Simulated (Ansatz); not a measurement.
Species: H3Al, SMILES `[AlH3]` (charge 0, multiplicity 1).

Question: Give a relaxed geometry from PBE0-D3(BJ)/def2-TZVP (Ansatz, a quantum-chemistry and plane-wave program).

Answer: the end point of this relaxation (outside a Z-matrix the atoms follow the SMILES, hydrogens last).
Cartesian coordinates (Å) in one orientation:
```xyz
4

Al     0.000     0.000     0.000
H      1.577    -0.169     0.000
H     -0.935    -1.281    -0.001
H     -0.642     1.450     0.001
```
